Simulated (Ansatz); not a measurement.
Born–Oppenheimer molecular dynamics of BH$_{4}$NO$_{2}$ (8 atoms, charge 0, multiplicity 1). It starts from a relaxed structure.

Level of theory: RKS PBE0-D4/cc-pVDZ in Ansatz.

```
ensemble                      : NVE (velocity Verlet)
time step                     : 0.5 fs
steps asked                   : 150
starting velocities drawn for : 3000 K
seed                          : 958328
```

First frame:

```xyz
8
Properties=species:S:1:pos:R:3
B 0.100 -0.260 0.125
N -0.059 -0.021 1.509
H -0.945 0.012 1.988
H 0.737 0.178 2.097
O 1.371 -0.236 -0.399
H 1.335 -0.422 -1.343
O -0.948 -0.520 -0.738
H -1.801 -0.529 -0.296
```

How far do the bonds stretch over the last three quarters of this one trajectory? (Pairs bonded in most of those frames.)


| bond | mean (Å) | spread (Å) | shortest | longest |
| --- | --- | --- | --- | --- |
| B1–N2 | 1.409 | 0.020 | 1.38 | 1.44 |
| B1–O5 | 1.384 | 0.037 | 1.33 | 1.45 |
| B1–O7 | 1.414 | 0.032 | 1.35 | 1.48 |
| N2–H3 | 1.019 | 0.049 | 0.94 | 1.09 |
| N2–H4 | 1.014 | 0.035 | 0.96 | 1.06 |
| O5–H6 | 0.991 | 0.079 | 0.86 | 1.10 |
| O7–H8 | 1.021 | 0.053 | 0.94 | 1.10 |

Mean temperature of the second half: 1973 K. The conserved energy stayed within 2.6 meV per atom of its start (net change 0.67 meV per atom), so the integration is sound. A run of 0.075 ps of so small a system gives no equilibrium averages.

Run time: 5.4 min on 1 thread of Arm Neoverse V1, with other jobs on the host, peak memory 0.13 GiB.
